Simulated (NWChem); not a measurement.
System meant: CH$_{6}$FNOSi; SMILES C[Si@@](N)(O)F

Here is an NWChem input.

```
start job
memory heap 200 mb stack 900 mb global 1100 mb
geometry units angstroms noautoz
  C     -0.408368    -1.751499     0.376754
  Si     0.005198     0.022227     0.027925
  N     -1.336504     0.835540    -0.628099
  O      0.488568     0.907428     1.342467
  F      1.312290    -0.003732    -0.958636
  H     -0.761342    -2.261302    -0.533704
  H     -1.196096    -1.828695     1.140765
  H      0.477179    -2.297188     0.736442
  H     -1.982283     0.390314    -1.266632
  H     -1.360239     1.845632    -0.694366
  H      1.436736     0.925423     1.499389
end
basis spherical
  C library def2-svp
  Si library def2-svp
  N library def2-svp
  O library def2-svp
  F library def2-svp
  H library def2-svp
end
dft
  xc xpbe96 cpbe96
  iterations 4
  mulliken
end
task dft energy
```

End of the output:

```
    Atom       Charge   Shell Charges
 -----------   ------   -------------------------------------------------------
    1 C    6     6.27   1.96  0.59  0.34  1.91  1.42  0.04
    2 Si  14    13.49   2.00  1.92  0.58  0.24  5.81  1.23  0.85  0.85
    3 N    7     7.19   1.97  0.70  0.43  2.26  1.81  0.02
    4 O    8     8.20   1.97  0.88  0.60  2.72  2.02  0.01
    5 F    9     9.21   1.98  1.02  0.77  3.21  2.23  0.01
    6 H    1     0.96   0.62  0.27  0.07
    7 H    1     0.95   0.62  0.26  0.07
    8 H    1     0.96   0.62  0.27  0.07
    9 H    1     0.93   0.59  0.21  0.13
   10 H    1     0.93   0.59  0.21  0.13
   11 H    1     0.92   0.55  0.18  0.19

 center of mass
 --------------
 x =   0.07849788 y =   0.07387583 z =  -0.04813397

 moments of inertia (a.u.)
 ------------------
         492.845601205771           0.000000000000           0.000000000000
           0.000000000000         475.580528949913           0.000000000000
           0.000000000000           0.000000000000         541.370448256510

     Multipole analysis of the density
     ---------------------------------

     L   x y z        total         alpha         beta         nuclear
     -   - - -        -----         -----         ----         -------
     0   0 0 0     -0.000000    -25.000000    -25.000000     50.000000

     1   1 0 0     -0.280685     -0.140342     -0.140342      0.000000
     1   0 1 0     -0.136701     -0.068351     -0.068351     -0.000000
     1   0 0 1     -0.064780     -0.032390     -0.032390     -0.000000

     2   2 0 0    -24.044244    -86.259554    -86.259554    148.474865
     2   1 1 0      0.720367      0.568850      0.568850     -0.417333
     2   1 0 1      4.491947     -3.341801     -3.341801     11.175548
     2   0 2 0    -25.313083    -98.334861    -98.334861    171.356639
     2   0 1 1     -0.676596      2.243134      2.243134     -5.162863
     2   0 0 2    -28.385376    -71.697291    -71.697291    115.009206

 ------------------------------------------------------------------------
 dft energy failed                                                                                  0
 ------------------------------------------------------------------------
 ------------------------------------------------------------------------
  current input line :
    29: task dft energy
 ------------------------------------------------------------------------
 ------------------------------------------------------------------------
 This type of error is most commonly associated with calculations not reaching convergence criteria
 ------------------------------------------------------------------------
 For more information see the NWChem manual at https://nwchemgit.github.io

0:dft energy failed:Received an Error in Communication
```

Task: Can this run be used? If not, why, and what is the fix?

Result: Convergence was not reached. Cause: the SCF was allowed too few iterations. This input runs:
```
start job
memory heap 200 mb stack 900 mb global 1100 mb
geometry units angstroms noautoz
  C     -0.408368    -1.751499     0.376754
  Si     0.005198     0.022227     0.027925
  N     -1.336504     0.835540    -0.628099
  O      0.488568     0.907428     1.342467
  F      1.312290    -0.003732    -0.958636
  H     -0.761342    -2.261302    -0.533704
  H     -1.196096    -1.828695     1.140765
  H      0.477179    -2.297188     0.736442
  H     -1.982283     0.390314    -1.266632
  H     -1.360239     1.845632    -0.694366
  H      1.436736     0.925423     1.499389
end
basis spherical
  * library def2-svp
end
dft
  xc xpbe96 cpbe96
  iterations 150
  mulliken
end
task dft energy
```
It converges to -560.43155 Ha (PBE/def2-SVP).
